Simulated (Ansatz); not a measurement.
Ansatz (a quantum-chemistry and plane-wave program) input:
A basis named .json is the Basis Set Exchange file of that set.

Ansatz 0.2 input:
```yaml
crystal:
  periodic: [false, false, false]
  atoms:
    - {symbol: Si, position_ang: [-0.55102560, -0.03442817, -0.17919115]}
    - {symbol: O, position_ang: [1.02477456, -0.09113108, 0.33481589]}
    - {symbol: H, position_ang: [-1.37105849, -0.10492237, 1.05653314]}
    - {symbol: H, position_ang: [-0.82906552, 1.23563103, -0.91632786]}
    - {symbol: H, position_ang: [1.71628591, 0.08033442, -0.31005632]}
basis:
  gaussian:
    orbitals: aug-cc-pV_D+d_Z.json
magnetization: {spin_polarized: true, initial_magnetization: 1}
correlation: {method: ccsd_t, electrons: outside_noble_gas}
output: {forces: true}
```

Task: What final total energy does it print?

Result: -365.88097 Eh (CCSD(T)/aug-cc-pV(D+d)Z). The basis has 82 functions.

It need not be the lowest isomer of its formula.
